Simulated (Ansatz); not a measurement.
`C[SiH2]OCO` + `CC[SeH]` → `CC[Se][SiH2]C` + `OCO`  (ligand exchange at the Si–O bond)

Calculated with Ansatz (gas phase, PBE0-D4/def2-TZVP geometries, no zero-point term in ΔE). CCSD(T)/CBS adds triple-zeta CCSD(T) − MP2 to the extrapolated MP2 energy (def2 sets, frozen cores). This one scheme is used for every species. Functionals use def2-TZVPP. B3LYP here is the variant with VWN-RPA as its local correlation; programs differ in this. For Se outer-core shells are correlated without core-valence functions, which leaves a few kJ/mol of doubt a bond. Scalar relativity is left out up to krypton. Each species was taken in one conformer, which may not be the lowest.

```
             level  ΔE (kJ/mol)  difference from CCSD(T)/CBS
            PBE-D4         14.3                        -10.1
         r2SCAN-D4         26.0                          1.6
           PBE0-D4         16.5                         -7.9
          B3LYP-D4         29.2                          4.8
           ωB97X-V         29.7                          5.3
           ωB97M-V         29.4                          5.0
            B2PLYP         32.8                          8.4
               PBE         17.6                         -6.8
            r2SCAN         26.8                          2.4
              PBE0         19.7                         -4.7
             B3LYP         34.7                         10.3
     HF/def2-TZVPP         45.3                         20.9
    MP2/def2-TZVPP         25.1                          0.7
SCS-MP2/def2-TZVPP         31.5                          7.1
   CCSD/def2-TZVPP         32.3                          7.9
CCSD(T)/def2-TZVPP         29.3                          4.9
     HF/def2-QZVPP         46.8                         22.4
    MP2/def2-QZVPP         22.9                         -1.5
SCS-MP2/def2-QZVPP         29.4                          5.0
      HF/CBS(def2)         47.0                         22.6
     MP2/CBS(def2)         20.3                         -4.1
    CCSD/CBS(def2)         27.5                          3.1
       CCSD(T)/CBS         24.4                            0
```

Largest T1 diagnostic among the species: 0.011.

The D4 term adds −5.5 kJ/mol with B3LYP and −3.1 kJ/mol with PBE0; it sums over pairs of atoms, weighted by their polarisabilities, and B3LYP, whose exchange is more repulsive, gets the larger term. In def2-TZVPP, CCSD(T) changes the Hartree–Fock value by −16.0 kJ/mol (the triples alone add −3.0 kJ/mol) and MP2 by −20.2 kJ/mol.
